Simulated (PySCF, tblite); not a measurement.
Calculations on `CC#C[Si]1CC(F)C1` [radical], in the order of a workflow; each names the level of the geometry that it ran on. Settings lines and outputs come from a driver script.

C6H8FSi (doublet state).
SMILES with atom numbers: `[CH3:1][C:2]#[C:3][Si:4]1[CH2:5][CH:6]([F:7])[CH2:8]1` (hydrogens: H9, H10, H11 on C1; H12, H13 on C5; H14 on C6; H15, H16 on C8)

Step 1: GFN2-xTB geometry optimisation, gas phase (tblite 0.8.0) (from a force-field or distance-geometry start)
```json
{"job": {"kind": "relax", "xc": "GFN2-xTB", "basis": "xTB"}, "charge": 0, "multiplicity": 2}
```
```
step      E/eV     max force
  0    -632.05127    2.693
  1    -632.09196    5.072
  2    -632.26252    0.960
...
 74    -632.50302    0.021
 75    -632.50311    0.016
 76    -632.50315    0.017
 77    -632.50318    0.013
 78    -632.50320    0.010
```

Energy lowered by 10.4 kcal/mol over 78 steps; largest atomic force 0.010 eV/Å at the end. «max force» is the largest atomic force in eV/Å.

The run took 0.44 s on an Arm Neoverse V2 with one thread (shared host).

Step 2: GFN2-xTB harmonic vibrations, gas phase (tblite 0.8.0) (on the GFN2-xTB geometry)
```json
{"job": {"kind": "ir", "xc": "GFN2-xTB", "basis": "xTB"}, "charge": 0, "multiplicity": 2}
```
```
(table of modes left out)
```

42 modes from 25 to 3017 cm⁻¹ (unscaled, harmonic); zero-point energy 75.2 kcal/mol; all wavenumbers are real at this level.

The run took 0.45 s wall on one thread, Arm Neoverse V2 (aarch64), shared host with 96 logical CPUs at a one-minute load of 28.

Step 3: UKS B3LYP, pcH-1 on C F H Si, non-relativistic, mean-field spin-orbit, GIAO (PySCF 2.14.0) (on the GFN2-xTB geometry)
```json
{"job": {"kind": "epr", "basis": "pcH-1"}, "charge": 0, "multiplicity": 2}
```
```
...
E = -622.72080582 Eh   <S^2> = 0.7537 (exact 0.7500)
g shifts (ppm)      1          2          3
  rmc          -156       -156       -156
  gc             31         56         85
  oz_so        -264       1112       1284
  total        -389       1012       1213
hyperfine (MHz)  atom isotope    a_iso     a_fc   dipolar eigenvalues
    0   13C      -5.20      -5.20     -0.49      0.07      0.42
    1   13C      14.71      14.78    -12.44    -11.64     24.07
    2   13C      36.72      36.69     -8.80     -1.97     10.76
    3  29Si    -568.13    -569.04   -149.64     74.43     75.21
    4   13C      17.92      17.87     -7.63     -6.74     14.37
    5   13C      38.23      38.23     -2.00     -0.94      2.94
    6   19F      40.31      40.18    -25.26    -23.11     48.37
    7   13C      17.97      17.93     -7.65     -6.77     14.42
    8    1H       1.95       1.95     -1.10     -0.98      2.08
    9    1H      12.36      12.37     -1.14     -1.01      2.16
   10    1H      22.27      22.27     -1.28     -0.76      2.04
   11    1H      12.12      12.11     -4.49     -0.56      5.06
   12    1H      14.12      14.11     -4.72     -3.18      7.91
   13    1H      12.27      12.27     -1.69     -1.44      3.13
   14    1H      12.10      12.10     -4.50     -0.56      5.06
...
```

⟨S²⟩ 0.754; g_iso 2.0029. rmc, gc and oz_so are the mass-correction, gauge-correction and orbital-Zeeman/spin–orbit parts of the g shift along its three principal axes; a_iso is the isotropic hyperfine coupling and a_fc its Fermi-contact part. The log counts atoms from 0, this text from 1.

The run took 89 s wall (grids of density and orbitals included) on one thread of an Arm Neoverse V2, no GPU, shared host with 96 logical CPUs at a one-minute load of 27, and the process peaked at 0.97 GiB of memory.

Geometry of the electronic-property runs (GFN2-xTB):
```
atom  x, y, z in Å
C1     3.5569   -0.8960   -0.9335
C2     2.1935   -0.8398   -0.4614
C3     1.0451   -0.7325   -0.0948
Si4   -0.6514   -0.8433    0.5940
C5    -1.3063    0.7729    1.4050
C6    -2.0917    1.0651    0.1243
F7    -3.3814    1.4922    0.3795
C8    -2.0531   -0.2837   -0.5979
H9     4.1894   -0.2567   -0.3176
H10    3.6105   -0.5560   -1.9679
H11    3.9282   -1.9197   -0.8789
H12   -0.5958    1.5482    1.6812
H13   -1.9873    0.6244    2.2406
H14   -1.6243    1.8584   -0.4685
H15   -1.8413   -0.2169   -1.6623
H16   -2.9985   -0.8077   -0.4723
```

 (This holds for the electronic-property runs.)

One conformer stands for the species.
